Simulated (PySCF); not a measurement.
**Correlation energy of B⁺ (boron, charge +1)**

[He] 2s2, closed-shell 1S. Calculation: PySCF 2.14, in dyall-acv3z; the spin-free X2C one-electron Hamiltonian (Gaussian nucleus). Frozen: 1s2; 2 electrons correlated; the 18 highest virtual orbitals of each spin left out.

With two correlated electrons CCSD is exact within the correlated space (frozen core and kept virtual orbitals).

| level | correlation energy (mhartree) |
| --- | --- |
| CCSD | -61.00 |

Diagnostics: T1 = 0.013, D1 = 0.0183, largest double amplitude 0.149.

Cost of the coupled-cluster step: roughly 1 core-seconds, for 2 correlated electrons.
